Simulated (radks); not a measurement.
Excited configurations of the barium ion Ba3+: one electron is placed in a higher orbital outside [Kr] 4d10 5s2 5p4. The ground configuration is [Kr] 4d10 5s2 5p5. All-electron calculation, Dirac Kohn-Sham, BLYP, spin-unpolarised, spherical densities, point nucleus; open shells fill j = l - 1/2 first. Program: a radial shooting solver on a logarithmic mesh with Libxc functionals. Excitation = E - E(ground); binding = E(ion) - E, where the ion is the core of charge +4; n* = 4/sqrt(2 binding) in atomic units, and the quantum defect is n - n*.

4f5/2: excitation (eV) 19.554; binding (eV) 27.420; n* 2.818; quantum defect 1.182; eigenvalue (eV) -20.044; <r> (bohr) 1.410
5d3/2: excitation (eV) 19.005; binding (eV) 27.969; n* 2.790; quantum defect 2.210; eigenvalue (eV) -23.442; <r> (bohr) 2.459
5f5/2: excitation (eV) 33.345; binding (eV) 13.629; n* 3.997; quantum defect 1.003; eigenvalue (eV) -11.287; <r> (bohr) 4.459
6s1/2: excitation (eV) 22.204; binding (eV) 24.769; n* 2.965; quantum defect 3.035; eigenvalue (eV) -21.640; <r> (bohr) 3.451
7d3/2: excitation (eV) 37.656; binding (eV) 9.318; n* 4.833; quantum defect 2.167; eigenvalue (eV) -8.160; <r> (bohr) 8.309
7f5/2: excitation (eV) 40.531; binding (eV) 6.442; n* 5.813; quantum defect 1.187; eigenvalue (eV) -5.650; <r> (bohr) 11.56

The Delta-SCF ionisation energy is 46.974 eV (NIST Atomic Spectra Database: 47.0 eV, semi-empirical). Self-interaction in the functional shifts the binding energies and quantum defects, so they are the method's values and not measured ones. Spin polarisation and multiplet splitting are left out, so open shells lie too high by an amount that depends on their filling.

Beside tabulated values, note that spin-unpolarised runs miss the spin-polarisation part of the exchange energy of open shells.
